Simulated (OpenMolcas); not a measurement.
## Ionisation energies of strontium

```json
{
 "Program": "OpenMolcas",
 "Basis": "ANO-RCC [11s10p7d4f2g]",
 "Scalar Hamiltonian": "DKH2, point nucleus",
 "Spin-orbit coupling": "RASSI with atomic mean-field integrals over the reference wave functions, term energies averaged over their components"
}
```

Active shells in each charge state: the valence s, p, d shells, with orbitals averaged over the low states. Where CASPT2's correlated closed shells are named, they are those of the first ion.

A. CASSCF
B. SS-CASPT2, IPEA 0.25 Eh, imaginary shift 0.1 Eh (closed shells correlated: 4s 4p)
C. SS-CASPT2, IPEA 0.25 Eh, imaginary shift 0.1 Eh (closed shells correlated: none)
D. SS-CASPT2, IPEA 0.25 Eh, imaginary shift 0.1 Eh (closed shells correlated: 3d 4s 4p)
E. SS-CASPT2, IPEA 0 Eh, imaginary shift 0.1 Eh (closed shells correlated: 4s 4p)

Energies in eV between the lowest computed levels, named as in B; reference values from the NIST Atomic Spectra Database with their kind.

```
         From             To       A       B       C       D       E  Spin-orbit share in B          Reference
   Sr 5s² ¹S₀  Sr+ 5s ²S_1/2   5.414   5.565   5.463   5.578   5.551                 +0.000   5.695 (measured)
Sr+ 5s ²S_1/2   Sr2+ 4p⁶ ¹S₀  10.404  10.963  10.404  10.959  11.010                 +0.000  11.030 (measured)
```

Error against the reference values, in %:

```tsv
From	Reference	A	B	C	D	E
Sr	measured	-4.9	-2.3	-4.1	-2.1	-2.5
Sr+	measured	-5.7	-0.6	-5.7	-0.6	-0.2
```

Mean absolute error over the 2 measured values: A 0.45 eV, B 0.10 eV, C 0.43 eV, D 0.09 eV, E 0.08 eV.

The lowest level within the active space need not be the ion's true ground level.
